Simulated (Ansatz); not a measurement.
C₂Cl₂O₂Pt (SMILES [O+]#[C-]->[Pt]([Cl])([Cl])<-[C-]#[O+]), singlet, at a GFN2-xTB geometry (such geometries of metal compounds can be far from the true shape) (core potentials on Pt). Base run: HF/def2-SVP (Ansatz, an electronic-structure program).

Ansatz was given this input:
Ansatz 0.2 input:
```yaml
crystal:
  periodic: [false, false, false]
  atoms:
    - {symbol: Pt, position_ang: [0.00000000, 0.00000000, -0.00000000]}
    - {symbol: Cl, position_ang: [2.12263974, -0.92553606, 0.00158690]}
    - {symbol: Cl, position_ang: [-2.12263974, 0.92553606, -0.00158690]}
    - {symbol: O, position_ang: [1.14019065, 2.79347552, 0.02902722]}
    - {symbol: C, position_ang: [0.72643614, 1.74604345, 0.01820497]}
    - {symbol: O, position_ang: [-1.14019065, -2.79347552, -0.02902722]}
    - {symbol: C, position_ang: [-0.72643614, -1.74604345, -0.01820497]}
basis:
  gaussian:
    orbitals: def2-SVP
hamiltonian:
  xc: hf
```

Each row names what was changed in the base input (with any setting that the change needs).

| change | basis functions | E (Eh) |
|---|---|---|
| base | 124 | -1262.50423 |
| basis = def2-SV(P) | 117 | -1262.49252 |
| basis = def2-SVPD | 175 | -1262.53478 |
| basis = def2-TZVP | 238 | -1263.11935 |
| basis = def2-TZVPP | 264 | -1263.12355 |
| basis = def2-TZVPD | 289 | -1263.12148 |

Totals compare only among sets that treat the same electrons; sets with core potentials leave the core out.
